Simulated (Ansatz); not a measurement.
Reaction (ligand exchange at the In–C bond): `[CH3][InH][CH3]` + HBr → `[CH3][InH][Br]` + CH₄

Gas-phase electronic energies from Ansatz, PBE0-D4/def2-TZVP geometries. CBS: MP2 limit from def2 TZ/QZ plus the TZ coupled-cluster correction, frozen cores. This one scheme is used for every species. Functionals use def2-TZVPP. def2 core potentials past Kr. For Br, In outer-core shells are correlated without core-valence functions, which leaves a few kJ/mol of doubt a bond. Scalar relativity is left out up to krypton.

`[CH3][InH][CH3]`:

Cartesian coordinates in Å:
```
C -1.301 0.825 1.074
In -0.341 0.158 -0.742
C 1.521 -0.926 -0.596
H -1.555 -0.037 1.695
H -0.616 1.452 1.649
H -2.210 1.391 0.871
H -1.053 0.486 -2.290
H 1.904 -1.214 -1.575
H 1.381 -1.826 0.007
H 2.270 -0.310 -0.093
```

HBr:

Cartesian coordinates in Å:
```
Br -0.125 0.643 -0.274
H 0.125 -0.643 0.274
```

`[CH3][InH][Br]`:

Z-matrix (Å, degrees):
```
C
In 1 2.132
H 1 1.091 2 108.7
H 1 1.089 2 111.9 3 -121.2
H 1 1.091 2 108.6 3 117.5
Br 2 2.499 1 111.4 3 -58.3
H 2 1.709 1 136.6 3 121.7
```

CH₄:

```xyz
5

C     0.000    0.000    0.000
H     0.504   -0.434   -0.863
H     0.149   -0.642    0.868
H    -1.066    0.089   -0.208
H     0.414    0.987    0.204
```

```
         level  ΔE (eV)
       PBE0-D4    -1.94
    r2SCAN0-D4    -2.01
        revPBE    -1.90
       r2SCANh    -2.00
       r2SCAN0    -2.01
 HF/def2-TZVPP    -2.17
MP2/def2-QZVPP    -1.92
  HF/CBS(def2)    -2.16
```

What does CCSD(T)/CBS give? (Best estimate.)

The calculation gave: -1.92 eV. The listed levels differ from it by -0.02, -0.09, 0.02, -0.08, -0.09, -0.25, 0.00, -0.24 eV.

Largest T1 diagnostic among the species: 0.012.

From BLYP to BHLYP (50 % exact exchange), in def2-TZVPP and without D4, ΔE moves by −0.12 eV. In def2-TZVPP, CCSD(T) changes the Hartree–Fock value by +0.32 eV (the triples alone add +0.02 eV) and MP2 by +0.29 eV.
